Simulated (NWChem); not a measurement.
A series in which one site is exchanged, each optimised at PBE0/def2-SVP with NWChem, gas phase unless a solvent is named. For some, no frequency run checked for a minimum. def2 effective core potentials on I; no spin-orbit coupling.

A: IBI (BHI₂; site = I)
B: ClBI (BHICl; site = Cl)
C: FBI (BHIF; site = F)
D: BI (BH$_{2}$I; site = H)

Question: Rank them by dipole (D), PBE0/def2-SVP, lowest first.

Answer: A (0.10), B (0.31), D (0.37), C (0.62)
